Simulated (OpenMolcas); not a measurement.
## Run times for doublet CuOH+

The species is CuOH+ (3 atoms), meant as a doublet with charge +1. SMILES of the parent species: `[Cu]O`. Geometry: relaxed at PBE0-D4/def2-TZVP. That shape belongs to the parent species and isn't relaxed for this state.

```xyz
3

Cu   -1.1528    0.2853   -0.5969
O     0.4129    0.3078    0.2600
H     0.7399   -0.5931    0.3369
```

Program: OpenMolcas 26.06. Hardware: 1 thread of Intel Xeon Platinum 8259CL at 2.50GHz (Skylake/Cascade Lake), shared host, so times are rough. Two-electron integrals are exact unless an approximation is named.

Q: Estimate their order by wall time, quickest first.
A. energy at UPBE/cc-pVTZ, grid UltraFine
B. energy at UB3LYP/6-31G* (spherical functions), grid UltraFine
C. energy at UHF/3-21G

A: C (3.9 s), B (20 s), A (66 s).
